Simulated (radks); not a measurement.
Polarisability of the palladium ion Pd+, [Kr] 4d9, at imaginary frequency. All-electron calculation, non-relativistic Kohn-Sham, LDA (Slater exchange, Perdew-Wang correlation), spin-unpolarised, spherical densities, point nucleus; relativity is left out, which matters for an element this heavy. Program: a radial shooting solver on a logarithmic mesh with Libxc functionals. Response by self-consistent Sternheimer equations with the Hartree and adiabatic LDA kernel.

| w (hartree) | alpha1(iw) (bohr^3) |
|---|---|
| 0.00266 | 11.62 |
| 0.0143 | 11.61 |
| 0.0360 | 11.56 |
| 0.0697 | 11.39 |
| 0.118 | 11.01 |
| 0.186 | 10.28 |
| 0.280 | 9.158 |
| 0.413 | 7.735 |
| 0.605 | 6.177 |
| 0.892 | 4.614 |
| 1.35 | 3.139 |
| 2.12 | 1.855 |
| 3.59 | 0.8851 |
| 6.94 | 0.3106 |
| 17.5 | 0.07009 |

Static values: alpha1 = 11.62 bohr^3 (1.722 angstrom^3; uncoupled 17.85). C6 = 70.62, triple-dipole C9 = 549.0 atomic units. One-pole (London) frequency 4 C6 / (3 alpha1^2) = 0.697 hartree, against 0.555 for minus the highest occupied eigenvalue. The dipole shielding factor is 0.979, as the force sum rule N/Z = 0.978 demands.
